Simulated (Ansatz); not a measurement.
closo-2-NB4 (H on N) (B4NH5), relaxed as a singlet with RKS r2SCAN-D4/def2-SVP in Ansatz, starting from the GFN2-xTB geometry. Force threshold 0.02 eV/Å.

Start:

```tsv
atom	x (Å)	y (Å)	z (Å)
N1	-0.391	-0.614	-0.144
B2	1.107	0.033	0.128
B3	-0.227	-0.044	1.234
B4	0.315	0.182	-1.202
B5	-0.437	1.020	0.120
H6	-0.924	-1.451	-0.339
H7	2.076	-0.438	0.567
H8	-0.438	-0.623	2.225
H9	0.107	0.103	-2.347
H10	-1.188	1.832	-0.241
```

| step | energy (eV) | largest force component (eV/Å) | SCF passes |
| --- | --- | --- | --- |
| 1 | -4268.9056 | 1.070 | 27 |
| 2 | -4269.0477 | 0.561 | 31 |
| 3 | -4269.0787 | 0.198 | 31 |
| 4 | -4269.0805 | 0.040 | 32 |
| 5 (rejected) | -4269.0801 | 0.114 | 30 |
| 6 | -4269.0816 | 0.010 | 31 |

Force components are those of the run's own axes.

End:

```xyz
10

N    -0.418   -0.656   -0.154
B     1.098    0.050    0.147
B    -0.240   -0.082    1.260
B     0.292    0.164   -1.240
B    -0.415    1.024    0.105
H    -0.957   -1.502   -0.352
H     2.128   -0.388    0.568
H    -0.453   -0.619    2.302
H     0.132    0.115   -2.420
H    -1.167    1.895   -0.216
```

By distances, no bond broke or formed. The bond that changes most is B3–B5, from 1.55 to 1.61 Å (atoms count from 1).

No frequencies were taken in this run, so the end may be a saddle point.

Hardware: 4 threads of Arm Neoverse V1 on a shared host. Wall time 11 s.
